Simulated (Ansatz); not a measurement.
HBrClFOSi, singlet, geometry from GFN2-xTB; HF/cc-pVQZ (Ansatz, a first-principles code).

Input for Ansatz:
Ansatz 0.2 input:
```yaml
crystal:
  periodic: [false, false, false]
  atoms:
    - {symbol: O, position_ang: [-1.60680014, -1.09339543, -0.51675623]}
    - {symbol: Si, position_ang: [-0.24017066, -0.60425324, 0.16328230]}
    - {symbol: F, position_ang: [-0.38667290, -0.73760965, 1.75164295]}
    - {symbol: Cl, position_ang: [1.24045287, -1.72269642, -0.51528383]}
    - {symbol: Br, position_ang: [0.03098371, 1.53961805, -0.13852189]}
    - {symbol: H, position_ang: [-2.47528182, -0.75559695, -0.30859796]}
basis:
  gaussian:
    orbitals: cc-pVQZ
hamiltonian:
  xc: hf
```

The log (banner, timings and long lists left out):

```
Functional definition: HF
1831 factors; their error is unknown
mean field evaluation 1: about -95130.1704 eV, gradient 4.3e1 eV
mean field evaluation 2: about -95132.2056 eV, gradient 2.7e1 eV
mean field evaluation 4: about -95133.2713 eV, gradient 5.0e-1 eV
mean field evaluation 8: about -95134.9897 eV, gradient 1.3e0 eV
mean field -95134.99042394 eV, -3496.1464132671 hartree, gradient 4.5e-5 eV, S^2 0.000000; 0 other end points of the search recorded, 0 dependent functions left out
reference -95134.99042394 eV, -3496.1464132671 hartree; 42, 42 occupied and 284, 284 virtual orbitals, 1831 factors
Total energy: -95134.99042394 eV, -3496.1464132671 hartree
```
